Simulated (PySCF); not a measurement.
## Where the electron goes

Species: C4H9FOSi.
SMILES with atom numbers: `[CH3:1][O:2][Si@@H:3]1[CH2:4][CH2:5][C@@H:6]1[F:7]` (hydrogens: H8, H9, H10 on C1; H11 on Si3; H12, H13 on C4; H14, H15 on C5; H16 on C6)

Structure used (PBE0-D3(BJ)/def2-SVP), in Å, numbered top down from 1:
```
atom  x, y, z in Å
C1     2.4205    0.7038   -0.2599
O2     1.1832    0.5708   -0.9138
Si3    0.1224   -0.6762   -0.6279
C4    -1.6553   -0.0993   -0.8455
C5    -1.6367    0.2921    0.6564
C6    -0.5321   -0.6531    1.1683
F7     0.2116   -0.1569    2.2150
H8     2.8405    1.6919   -0.5007
H9     3.1448   -0.0620   -0.5945
H10    2.3116    0.6295    0.8355
H11    0.6299   -1.9449   -1.2416
H12   -2.3412   -0.9372   -1.0482
H13   -1.8825    0.7156   -1.5458
H14   -2.6025    0.2206    1.1831
H15   -1.2684    1.3244    0.7692
H16   -0.9639   -1.6231    1.4782
```

Method used: PySCF, TDDFT B3LYP/def2-SVPD, vertical, gas phase, core orbitals frozen in the response.

Kohn–Sham orbitals with the atoms that hold most of them (Löwdin shares over 4%, at most four atoms; ? is withheld):

| orbital | ε (eV) | atoms |
| --- | --- | --- |
| HOMO-3 | -8.99 | O2 40%, C1 18%, Si3 10%, H8 8% |
| HOMO-2 | -8.56 | O2 32%, C1 11%, C5 11%, C4 9% |
| HOMO-1 | -7.95 | O2 23%, C4 23%, Si3 17%, H11 7% |
| HOMO | ? | ? |
| LUMO | 0.03 | ? |
| LUMO+1 | 0.34 | Si3 29%, C4 13%, O2 11%, H11 10% |
| LUMO+2 | 0.59 | Si3 25%, H16 12%, H11 10%, C4 9% |

Give the leading atoms of the LUMO.

Si3 (bonded to 2 C, O and H) 22%; C6 (bonded to C, F, Si and H) 13%; C1 (bonded to O and 3 H) 11%; H11 (bonded to Si) 9%. By element: carbon 23% or more, silicon 22%, hydrogen 9% or more.

Which atoms hold the HOMO, and with what shares?

C6 (bonded to C, F, Si and H) 24%; O2 (bonded to C and Si) 21%; Si3 (bonded to 2 C, O and H) 14%; F7 (bonded to C) 14%.

What is the HOMO energy, and the HOMO–LUMO gap?

ε(HOMO) = -7.34 eV; the gap is 7.37 eV (0.2710 hartree).

How does S1 compare with the orbital gap of 7.37 eV?

S1 is at 6.29 eV (f = 0.0031), 1.09 eV below the gap, made of HOMO→LUMO (96%). 

Give energy, strength and leading configuration of S1, S2, S3, S5 and S7, and follow the Löwdin shares of the leading atoms from the occupied to the empty orbital.

- S1 (6.29 eV, f 0.0031), HOMO→LUMO (96%): C6 24% → 13%, O2 21% → at most 9%, Si3 14% → 22%
- S2 (6.71 eV, f 0.014), HOMO→LUMO+1 (86%): C6 24% → at most 10%, O2 21% → 11%, Si3 14% → 29%, C4 at most 15% → 13%
- S3 (6.97 eV, f 0.030), HOMO-1→LUMO (90%): O2 23% → at most 9%, C4 23% → at most 9%, Si3 17% → 22%, C6 at most 7% → 13%
- S5 (7.34 eV, f 0.033), HOMO-1→LUMO+1 (74%): O2 23% → 11%, C4 23% → 13%, Si3 17% → 29%
- S7 (7.57 eV, f 0.014), HOMO-2→LUMO (75%): O2 32% → at most 9%, C1 11% → 11%, Si3 at most 10% → 22%, C6 at most 10% → 13%

One conformer stands for the species.

Without π bonds the low states are Rydberg-like; a valence basis with one diffuse set may place them up to an eV too high.
